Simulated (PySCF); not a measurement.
**How methods differ on the ionisation energy of Ni³⁺**

Ni³⁺ [Ar] 3d7 [3d3/2^4 3d5/2^3, M_J = 9/2] → Ni⁴⁺ [Ar] 3d6 [3d3/2^4 3d5/2^2, M_J = 4], as a difference of total energies. Computed with PySCF 2.14 in x2c-QZVPPall-2c (11s9p6d4f2g, 114 functions), with the two-component X2C-1e Hamiltonian. Correlated levels: [Ne] frozen; the 8 highest virtual spinors dropped. "Screened" scales the spin-orbit matrix elements by Boettger's factors to mimic the two-electron term; Breit and QED terms are absent.

```csv
method,ionisation energy (eV)
GHF (spin-free),52.908
GMP2 (spin-free),55.085
GHF (screened spin-orbit),52.945
GMP2 (screened spin-orbit),55.123
```

Errors of the correlated levels include the incompleteness of this basis and the frozen core.

The labels give the starting determinants; with spin-orbit coupling the two ends relaxed to ⟨J²⟩ = 24.76, ⟨L²⟩ = 12.03, ⟨S²⟩ = 3.74 and ⟨J²⟩ = 20.00, ⟨L²⟩ = 6.02, ⟨S²⟩ = 5.99.

Problem. Which method comes closest to the reference value, and which is furthest?

Solution. The reference is 54.92 ± 0.25 eV (semi-empirical (NIST evaluation); NIST Atomic Spectra Database, ionization energies). Closest: GMP2 (spin-free) (error 0.165 eV); furthest: GHF (spin-free) (error -2.012 eV).
